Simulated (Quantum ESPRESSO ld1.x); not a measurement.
Values are calculated unless marked as measured or tabulated.
Li2+, 1 electrons, occupied as 1s0.75 2p0.25 (fractional occupations, a model configuration).

Level of theory: scalar-relativistic Kohn-Sham, LDA (Slater exchange, VWN5 correlation), spin-polarised, spherical densities, point nucleus; open shells are filled with parallel spins first (ld1.x of Quantum ESPRESSO 7.5).

Energy parts (hartree):
| part | energy |
|---|---|
| total | -3.6151 |
| kinetic | 3.5976 |
| electron-nucleus | -7.2503 |
| Hartree | 0.6630 |
| exchange-correlation | -0.6253 |

Orbitals (lengths in bohr, moments of r in powers of bohr; <r^-3> diverges for s and p1/2):
orbital	occ.	eigenvalue (hartree)	<r^2>	<r^-3>
1s up	0.75	-3.95646	0.3375	-
1s down	0	-3.23905	0.4075	-
2p up	0.25	-0.74851	4.356	0.8282
2p down	0	-0.64564	5.473	0.5637

The highest occupied level is 2p up at -20.368 eV. The configuration is held as typed, so some empty levels lie below it. Spin moment in Bohr magnetons: 1. Summed over all electrons, <r^2> = 1.342 bohr^2, which gives a Langevin (diamagnetic) susceptibility term of -1.06 x 10^-6 cm^3/mol. The density falls to 0.001 e/bohr^3 at r = 2.44 bohr.
